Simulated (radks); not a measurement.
Problem. Ta, configuration [Xe] 4f14 5d3 6s2. Calculated with a radial shooting solver on a logarithmic mesh with Libxc functionals: scalar-relativistic Kohn-Sham, PBE, spin-polarised, spherical densities, finite nucleus; open shells are filled with parallel spins first (spin-orbit coupling, left out, can overturn this in heavy ions); Fermi nuclear charge, rms radius 5.3507 fm. Some entries of the table are withheld. Estimate them.

orbital,occ.,eigenvalue (eV),<r^2> (bohr^2),<r> (bohr)
1s down,1,-67346.38,0.0004788,0.01867
1s up,1,-67346.38,0.0004788,0.01867
2s up,1,-11571.31,0.007376,0.07896
2s down,1,-11571.20,0.007376,0.07896
2p up,3,-10142.62,0.006083,0.07057
2p down,3,-10142.54,0.006083,0.07057
3s up,1,-2650.599,0.04796,0.2048
3s down,1,-2650.581,0.04796,0.2048
3p up,3,-2225.469,0.04865,0.2049
3p down,3,-2225.447,0.04865,0.2049
3d up,5,-1728.798,0.04038,0.1856
3d down,5,-1728.740,0.04038,0.1856
4s up,1,-540.1965,0.2376,0.4588
4s down,1,-540.1226,0.2377,0.4588
4p up,3,-400.6947,0.2706,0.4877
4p down,3,-400.6276,0.2706,0.4877
4d up,5,-221.9605,0.3174,0.5231
4d down,5,-221.8775,0.3172,0.5230
5s up,1,-73.1946,1.369,1.103
5s down,1,-72.1656,1.354,1.097
5p up,3,-39.8223,1.917,(1)
5p down,3,-38.4035,1.891,(2)
4f up,7,-24.5464,0.5260,0.6417
4f down,7,-24.3055,0.5163,0.6372
6s up,1,-5.8719,11.94,(3)
6s down,1,-4.6937,13.42,(4)
5d up,3,-4.2069,6.018,2.215
5d down,0,-2.5243,7.104,2.365

Solution. 
(1) 5p up <r> (bohr): 1.299
(2) 5p down <r> (bohr): 1.290
(3) 6s up <r> (bohr): 3.237
(4) 6s down <r> (bohr): 3.419
